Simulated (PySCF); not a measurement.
# Ir²⁺: excitation energy

Ir²⁺ [Xe] 4f14 5d7 (4F) → Ir²⁺ [Xe] 4f14 5d6 6p1 (high-spin determinant), as a difference of total energies. Computed with PySCF 2.14 in ANO-RCC-VTZP, with the spin-free X2C one-electron Hamiltonian (Gaussian nucleus). Correlated levels: valence: [Xe] 4f14 frozen. The calculations carry no spin-orbit coupling.

```json
{"method": "UHF", "excitation energy (eV)": "8.726"}
{"method": "MP2 (valence)", "excitation energy (eV)": "9.440"}
{"method": "SCS-MP2 (valence)", "excitation energy (eV)": "9.841"}
{"method": "CCSD (valence)", "excitation energy (eV)": "9.370"}
{"method": "CCSD(T) (valence)", "excitation energy (eV)": "9.374"}
```

Problem. How much does correlation contribute at CCSD(T) (valence)?

Solution. 9.374 − (8.726) = 0.648 eV, measured against UHF.

A first-order spin-orbit estimate (lowest level to lowest level, LS coupling) adds 0.657 eV.

The basis was made for the ground configuration and has no added diffuse functions, so the excitation energy can come out too high.

The determinant of the upper state mixes LS terms, which raises its energy above the lowest term, most at the Hartree-Fock and MP2 levels.
